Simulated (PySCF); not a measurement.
H$_{2}$AlClO$_{2}$ (SMILES [OH][Al]([OH])[Cl]), singlet, geometry from GFN2-xTB (such geometries of metal compounds can be far from the true shape); PySCF with WB97X/6-31G, TDDFT.

Input for PySCF:
```python
from pyscf import gto, scf, dft, tdscf

mol = gto.M(
    atom='''
Al    0.325658    0.225246    0.010608
Cl   -1.323602   -0.954862   -0.018578
O     0.251450    1.605927   -0.884170
H     0.649607    2.404889   -1.197465
O     1.680078   -0.153325    0.874406
H     2.165852   -0.721255    1.453511
''',
    basis='6-31g',
    charge=0,
    spin=0,
    verbose=4,
)

mf = dft.RKS(mol)
mf.xc = 'wb97x'
mf.kernel()
td = mf.TDDFT()
td.nstates = 5
td.kernel()
td.analyze()
```

The log (banner, timings and long lists left out):

```
PySCF version 2.14.0

[INPUT] verbose = 4
[INPUT] num. atoms = 6
[INPUT] num. electrons = 48
[INPUT] charge = 0
[INPUT] spin (= nelec alpha-beta = 2S) = 0
[INPUT] symmetry False subgroup None
[INPUT] Mole.unit = angstrom
[INPUT] Symbol           X                Y                Z      unit          X                Y                Z       unit  Magmom
[INPUT]  1 Al     0.325658000000   0.225246000000   0.010608000000 AA    0.615404430274   0.425653250654   0.020046214729 Bohr   0.0
[INPUT]  2 Cl    -1.323602000000  -0.954862000000  -0.018578000000 AA   -2.501245277927  -1.804427666754  -0.035107331942 Bohr   0.0
[INPUT]  3 O      0.251450000000   1.605927000000  -0.884170000000 AA    0.475171634022   3.034762206044  -1.670839147557 Bohr   0.0
[INPUT]  4 H      0.649607000000   2.404889000000  -1.197465000000 AA    1.227579318600   4.544581569979  -2.262880893752 Bohr   0.0
[INPUT]  5 O      1.680078000000  -0.153325000000   0.874406000000 AA    3.174887287907  -0.289742258049   1.652387861676 Bohr   0.0
[INPUT]  6 H      2.165852000000  -0.721255000000   1.453511000000 AA    4.092867106341  -1.362974415973   2.746737709043 Bohr   0.0

nuclear repulsion = 202.939357887873
number of shells = 28
number of NR pGTOs = 144
number of NR cGTOs = 48
basis = 6-31g
ecp = {}

******** <class 'pyscf.dft.rks.RKS'> ********
method = RKS
initial guess = minao
damping factor = 0
level_shift factor = 0
DIIS = <class 'pyscf.scf.diis.CDIIS'>
diis_start_cycle = 1
diis_space = 8
diis_damp = 0
SCF conv_tol = 1e-09
SCF conv_tol_grad = None
SCF max_cycles = 50
direct_scf = True
direct_scf_tol = 1e-13
XC library pyscf.dft.libxc version 7.1.2
    S. Lehtola, C. Steigemann, M. J. T. Oliveira, and M. A. L. Marques,  SoftwareX 7, 1–5 (2018)
XC functionals = wb97x
    J.-D. Chai and M. Head-Gordon,  J. Chem. Phys. 128, 084106 (2008)
radial grids:
    Treutler-Ahlrichs [JCP 102, 346 (1995); DOI:10.1063/1.469408] (M4) radial grids

becke partition: Becke, JCP 88, 2547 (1988); DOI:10.1063/1.454033
pruning grids: <function nwchem_prune>
grids dens level: 3
symmetrized grids: False
atomic radii adjust function: <function treutler_atomic_radii_adjust>
small_rho_cutoff = 0
Set gradient conv threshold to 3.16228e-05
Initial guess from minao.
tot grids = 85840
init E= -854.567880703774
  HOMO = -0.457865717557949  LUMO = -0.0665283542686514  gap/eV = 10.64883
cycle= 1 E= -854.098829034018  delta_E= 0.469  |g|= 0.946  |ddm|= 2.29
  HOMO = -0.271294708514745  LUMO = 0.0766304871422814  gap/eV = 9.46753
cycle= 2 E= -854.097045425054  delta_E= 0.00178  |g|=    1  |ddm|= 1.28
  HOMO = -0.411531515169138  LUMO = 0.0503744053292527  gap/eV = 12.56910
cycle= 3 E= -854.276502248242  delta_E= -0.179  |g|= 0.044  |ddm|= 0.61
  HOMO = -0.415841353504374  LUMO = 0.0545681544388386  gap/eV = 12.80049
cycle= 4 E= -854.277129052682  delta_E= -0.000627  |g|= 0.0178  |ddm|= 0.0814
  HOMO = -0.413680629403542  LUMO = 0.0556739591510693  gap/eV = 12.77179
cycle= 5 E= -854.277232673981  delta_E= -0.000104  |g|= 0.00237  |ddm|= 0.0283
  HOMO = -0.413890194458783  LUMO = 0.0555047122837082  gap/eV = 12.77289
cycle= 6 E= -854.277235608594  delta_E= -2.93e-06  |g|= 0.00172  |ddm|= 0.00587
  HOMO = -0.413941730589976  LUMO = 0.0554738883523256  gap/eV = 12.77345
cycle= 7 E= -854.27723623715  delta_E= -6.29e-07  |g|= 0.000254  |ddm|= 0.00144
  HOMO = -0.413953560576618  LUMO = 0.0554670553208325  gap/eV = 12.77359
cycle= 8 E= -854.277236282852  delta_E= -4.57e-08  |g|= 3.89e-05  |ddm|= 0.000703
  HOMO = -0.41395746674186  LUMO = 0.0554640849881283  gap/eV = 12.77361
cycle= 9 E= -854.277236285  delta_E= -2.15e-09  |g|= 7.42e-06  |ddm|= 0.00018
  HOMO = -0.413957159293559  LUMO = 0.055464758208011  gap/eV = 12.77362
cycle= 10 E= -854.277236285071  delta_E= -7.14e-11  |g|= 1.49e-06  |ddm|= 3.54e-05
  HOMO = -0.41395716016921  LUMO = 0.0554645859349401  gap/eV = 12.77362
Extra cycle  E= -854.277236285072  delta_E= -1.36e-12  |g|= 6.97e-07  |ddm|= 4.24e-06
converged SCF energy = -854.277236285072

******** <class 'pyscf.tdscf.rks.TDDFT'> for <class 'pyscf.dft.rks.RKS'> ********
nstates = 5 singlet
deg_eia_thresh = 1.000e-03
wfnsym = None
conv_tol = 1e-05
eigh lindep = 1e-12
eigh level_shift = 0
eigh max_cycle = 100

Excitation energies (eV)
[7.24658538 7.37141307 7.66506646 7.91654314 8.21279677]

** Singlet excitation energies and oscillator strengths **
Excited State   1:      7.24659 eV    171.09 nm  f=0.0054
      21 -> 27        0.11422
      24 -> 25        0.67782
Excited State   2:      7.37141 eV    168.20 nm  f=0.0000
      22 -> 25        0.30713
      23 -> 25        0.61185
      23 -> 27        0.10187
Excited State   3:      7.66507 eV    161.75 nm  f=0.0029
      22 -> 25        0.60815
      23 -> 25       -0.30256
Excited State   4:      7.91654 eV    156.61 nm  f=0.1166
      21 -> 25       -0.64634
      21 -> 27       -0.10425
      22 -> 26        0.13973
      24 -> 27       -0.12881
Excited State   5:      8.21280 eV    150.96 nm  f=0.0652
      20 -> 25        0.65732
      23 -> 26        0.11948
      24 -> 25        0.11222
      24 -> 28       -0.12477

** Transition electric dipole moments (AU) **
state          X           Y           Z        Dip. S.      Osc.
  1        -0.1225     -0.1232      0.0200      0.0306      0.0054
  2        -0.0045      0.0061      0.0098      0.0002      0.0000
  3         0.0456     -0.0613     -0.0984      0.0155      0.0029
  4        -0.7056     -0.2846     -0.1498      0.6013      0.1166
  5        -0.0338      0.4752     -0.3118      0.3242      0.0652

** Transition velocity dipole moments (imaginary part, AU) **
state          X           Y           Z        Dip. S.      Osc.
  1        -0.0341     -0.0566      0.0195      0.0047      0.0119
  2         0.0004     -0.0005     -0.0009      0.0000      0.0000
  3         0.0261     -0.0351     -0.0564      0.0051      0.0121
  4        -0.2634     -0.0802     -0.0722      0.0810      0.1857
  5        -0.0010      0.1790     -0.1120      0.0446      0.0985

** Transition magnetic dipole moments (imaginary part, AU) **
state          X           Y           Z
  1        -0.3630      0.4880      0.7831
  2        -0.6874     -0.4266     -0.0528
  3         0.2813     -0.5164      0.4522
  4         0.0325     -0.0437     -0.0702
  5         0.0587     -0.0789     -0.1265
```
